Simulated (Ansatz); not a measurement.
Coupled-cluster diagnostics for the cluster Na₄H₅⁻, Ansatz.

Geometry of the singlet (PBE-D4/def2-SVPD):

```
atom   x (Å)   y (Å)   z (Å)
 Na1   1.194  -0.291  -1.838
 Na2  -0.219  -2.190   0.203
 Na3  -1.098   0.284   1.895
 Na4   0.326   2.180  -0.137
  H5   0.717  -0.056   0.451
  H6  -1.091   2.447   1.520
  H7   0.629  -2.409  -1.808
  H8  -1.624  -1.847   1.856
  H9   1.167   1.881  -2.142
```

Correlated methods freeze 4 core orbitals; core or outer-core shells of Na are correlated, in sets that lack core-valence functions. The structure comes from a short search, and lower isomers may exist.

**Question.** Estimate the CCSD(T) correlation energy, the shares of MP2 and (T), T1 and the reference's ⟨S²⟩ for: charge -1, singlet, own geometry in def2-TZVPD; and the rough time on 4 threads of Intel Xeon on a shared host.

**Answer.** 
```csv
state,basis,correlation (eV),MP2 share (%),(T) share (%),T1,⟨S²⟩ (pure),wall time
"charge -1, singlet, own geometry",def2-TZVPD,-23.257,91.8,1.3,0.009,0.00 (0.00),2.3 min
```
Customary marks for T1 are 0.02 (closed shells), 0.045 (open shells) and about 0.05 (3d metals). T1 stays under 0.02 throughout.
